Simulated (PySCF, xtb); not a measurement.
bromine monochloride (BrCl), SMILES ClBr.

GFN2-xTB (xtb) at its own geometry gives an orbital gap of 3.04 eV and a dipole moment of 3.81 D.

Geometry: B3LYP-D3(BJ)/def2-TZVP.

### Question
What does PBE/def2-TZVPD in PySCF give? (The exact figures need the calculation; the answer reports its results.)

### Answer
gap 2.51 eV (levels -7.12 and -4.61 eV), dipole 0.46 D.
